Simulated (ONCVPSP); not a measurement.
## An all-electron radial function and its pseudo partner (Cl)

Columns: radius, all-electron u(r) and pseudo u(r) of the 3p shell (level -8.71 eV) of chlorine in the configuration [Ne] 3s2 3p5; LDA (Perdew-Zunger), scalar-relativistic, ONCV scheme, ONCVPSP 4.0.1.

```csv
r (bohr),all-electron,pseudo
0.073,-0.1300,0.0051
0.146,-0.2885,0.0204
0.219,-0.3606,0.0457
0.292,-0.3462,0.0804
0.365,-0.2709,0.1240
0.438,-0.1601,0.1754
0.511,-0.0330,0.2332
0.584,0.0970,0.2958
0.657,0.2214,0.3611
0.730,0.3350,0.4271
0.803,0.4352,0.4916
0.876,0.5210,0.5523
0.949,0.5924,0.6076
1.022,0.6500,0.6559
1.095,0.6948,0.6961
1.168,0.7281,0.7277
1.241,0.7511,0.7505
1.314,0.7654,0.7650
1.387,0.7719,0.7718
1.460,0.7720,0.7720
1.533,0.7668,0.7668
1.606,0.7571,0.7571
1.679,0.7439,0.7439
1.752,0.7278,0.7278
1.825,0.7094,0.7094
1.898,0.6894,0.6893
```

Q: How many radial nodes do the two functions have?

A: The all-electron 3p function has n − l − 1 = 1; the pseudo-wave has 0, since the states of the same l below it are removed with the core.

Q: At about which radius was the pseudo-wave matched?

A: 1.46 bohr. The columns agree to 0.0005 from 1.31 bohr on; several derivatives are matched, so the curves merge somewhat inside the radius.

Q: Is the pseudo-wave norm-conserving?

A: Yes: the ONCV scheme keeps the norm inside the radius equal to the all-electron one, which fixes the energy derivative of the logarithmic derivative at the level.
